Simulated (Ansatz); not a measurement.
`F[SiH](F)[SeH]` + H• → `F[Si](F)[SeH]`• + H₂  (hydrogen abstraction from the Si–H bond)

Program: Ansatz. Geometries: PBE0-D4/def2-TZVP. ΔE: electronic, gas phase. CCSD(T)/CBS is the MP2 limit (def2-TZVPP, def2-QZVPP) plus CCSD(T) − MP2 in def2-TZVPP, frozen cores. This one scheme is used for every species, atoms too. DFT in def2-TZVPP. No spin–orbit coupling; open shells (•) take unrestricted orbitals. For Se outer-core shells are correlated without core-valence functions, so the limit isn't a true one: a few kJ/mol of doubt a bond, and 10 to 20 or more in all where bonds break to atoms. Scalar relativity is left out up to krypton. Each species was taken in one conformer, which may not be the lowest.

| level | ΔE (kcal/mol) | difference from CCSD(T)/CBS |
| --- | --- | --- |
| r2SCAN-D4 | -14.4 | -4.1 |
| r2SCANh-D4 | -13.7 | -3.4 |
| revPBE | -16.8 | -6.5 |
| r2SCANh | -13.8 | -3.5 |
| BHLYP | -11.3 | -1.0 |
| LC-ωPBE | -10.1 | 0.2 |
| MP2/def2-TZVPP | -7.6 | 2.7 |
| SCS-MP2/def2-TZVPP | -8.6 | 1.7 |
| CCSD(T)/def2-TZVPP | -10.2 | 0.1 |
| MP2/CBS(def2) | -7.7 | 2.6 |
| CCSD(T)/CBS | -10.3 | 0 |

Largest T1 diagnostic among the species: 0.013.

From BLYP to BHLYP (50 % exact exchange), in def2-TZVPP and without D4, ΔE moves by +6.4 kcal/mol. At CCSD(T), def2-SVP lies +2.6 kcal/mol from the extrapolated value and def2-TZVPP +0.1 kcal/mol.
